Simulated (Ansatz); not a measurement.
C2H6BFSi can be A, `C=C(F)B[SiH3]`, or B, `B/C=C(\F)[SiH3]`.

Calculated with Ansatz (gas phase, PBE0-D4/def2-TZVP geometries, no zero-point term in ΔE). CCSD(T)/CBS is the MP2 limit (def2-TZVPP, def2-QZVPP) plus CCSD(T) − MP2 in def2-TZVPP, frozen cores. Functionals use def2-TZVPP. B3LYP here is the variant with VWN-RPA as its local correlation; programs differ in this. One conformer a species, not always the lowest.

Task: Which isomer does CCSD(T)/CBS put lower? Give the gap. (Best estimate.)

Result: The calculation gave: B, by 8.7 kJ/mol.

Task: Give E(B) − E(A) in kJ/mol with MP2/def2-TZVPP, CCSD/def2-TZVPP, ωB97M-V, CCSD(T)/def2-TZVPP, PBE0-D4, B2PLYP, B3LYP. (Estimate.)

Result: Computed: MP2/def2-TZVPP -16.3, CCSD/def2-TZVPP -8.1, ωB97M-V -12.2, CCSD(T)/def2-TZVPP -8.1, PBE0-D4 -4.0, B2PLYP -11.9, B3LYP -8.8. None reverses the order clearly.

Largest T1 diagnostic: 0.013.
